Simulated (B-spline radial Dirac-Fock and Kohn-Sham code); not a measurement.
# Auger parameter of lead: the M5 level and its strongest M5-NN line

Model: Dirac-Fock energy differences between relaxed states, corrected for Breit and QED terms. Program: a B-spline atomic structure program. The modified Auger parameter α′ is the binding energy plus the kinetic energy of the Auger electron; it does not depend on the energy zero. For free ions it tends to fall with charge, since less charge screens the final holes.

```csv
species,configuration,binding 3d5/2 (eV),Auger line,kinetic (eV),α′ (eV)
Pb,[Xe] 4f14 5d10 6s2 6p2,2491.7,N6N7 J=6,2167.0,4658.7
Pb⁺,[Xe] 4f14 5d10 6s2 6p1,2500.3,N6N7 J=6,2157.0,4657.3
Pb⁺ (Watson 1.6 Å),[Xe] 4f14 5d10 6s2 6p1,2492.1,N6N7 J=6,2165.6,4657.7
Pb²⁺,[Xe] 4f14 5d10 6s2,2510.0,N6N7 J=6,2146.1,4656.1
Pb²⁺,[Xe] 4f14 5d10 6s1 6p1,2511.7,N6N7 J=6,2144.5,4656.2
Pb²⁺ (Watson 1.6 Å),[Xe] 4f14 5d10 6s2,2492.5,N6N7 J=6,2163.9,4656.4
Pb²⁺ (Watson 2.4 Å),[Xe] 4f14 5d10 6s2,2498.1,N6N7 J=6,2158.1,4656.2
Pb³⁺,[Xe] 4f14 5d10 6s1,2522.4,N6N7 J=6,2132.8,4655.2
Pb³⁺ (Watson 1.8 Å),[Xe] 4f14 5d10 6s1,2498.5,N6N7 J=6,2156.8,4655.3
Pb⁴⁺,[Xe] 4f14 5d10,2535.5,N6N7 J=6,2118.9,4654.4
Pb⁷⁺,[Xe] 4f14 5d7,2597.6,N6N7 J=6,2055.8,4653.4
```

Values without a named source are computed, but for edge energies of neutral atoms, which are taken from tables.
